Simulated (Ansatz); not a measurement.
Basis-set series for trimethylantimony (`[CH3][Sb]([CH3])[CH3]`). The species carries charge 0 and has multiplicity 1. Sb takes the def2 core potential. Geometry: relaxed with PBE0-D4/def2-TZVP.

```tsv
functional	basis	functions	energy (Eh)	HOMO (eV)	LUMO (eV)
PBE0-D4	def2-SVP	113	-359.74819	-6.32	0.70
PBE0-D4	def2-TZVPP	269	-359.89579	-6.41	0.29
ωB97M-V	def2-SVP	113	-359.75298	-8.40	2.46
ωB97M-V	def2-TZVPP	269	-359.91176	-8.50	1.76
```

(1) Give the rows for def2-QZVPP. (Best estimate.)

Answers

(1) The calculation gave: 
```json
{"functional": "PBE0-D4", "basis": "def2-QZVPP", "functions": "523", "energy (Eh)": "-359.90535", "HOMO (eV)": "-6.42", "LUMO (eV)": "0.16"}
{"functional": "ωB97M-V", "basis": "def2-QZVPP", "functions": "523", "energy (Eh)": "-359.92154", "HOMO (eV)": "-8.51", "LUMO (eV)": "1.44"}
```

Positive LUMOs are unbound and depend on the basis.

Computed with Ansatz.
